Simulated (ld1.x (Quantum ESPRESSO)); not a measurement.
# xenon (Xe): TM pseudisation with PBE, scalar-relativistic reference atom.

```json
{"Element": "Xe (Z = 54)", "Generator": "ld1.x (Quantum ESPRESSO) 7.5", "Type": "norm-conserving Troullier–Martins (Kleinman–Bylander form)", "Functional": "PBE", "Relativity": "scalar-relativistic", "Frozen core": "[Kr] 4d10", "Valence charge": "8", "Reference configuration": "5s2 5p3 (charge +3)", "Partial waves": "5s (bound): rc 1.35 bohr; 5p (bound): rc 1.55 bohr; 5d channel at 0.25 Ry: rc 1.60 bohr", "Local potential": "all-electron potential smoothed inside 1.05 bohr (lloc = -2)", "Core correction": "Bessel-smoothed model core inside 1.48 bohr"}
```

Poles of the logarithmic derivatives, all-electron (AE) and pseudo (PS). s: poles at 1.6 (AE) and 1.5 (PS) Ry. p: poles at 4.0 (AE) and -2.3 (PS) Ry. d: poles at no energy (AE) and 2.2 (PS) Ry. Test radius 1.74 bohr.

* Cutoffs needed: 80 Ry and 180 Ry (the cutoffs (Ry, on a coarse ladder) from which the occupation-weighted sum of valence levels, in a spherical-Bessel basis at the reference potential, stays within 10 and 1 mRy of its value at 400 Ry)
* Ghost test: ghost states, extra bound levels that the all-electron valence spectrum of the same l lacks: s at -124.2 eV, p at -31.3 eV; a true bound ghost makes a file unfit for plane-wave use (spherical-Bessel basis up to 400 Ry, 20 bohr box)
* Configuration tests: 2 of 6 tests not solved or not reliable; not counted: 5s2 5p6 (solver errors, printed error -327 eV); 5s2 5p5.5 (solver errors, printed error -291 eV)
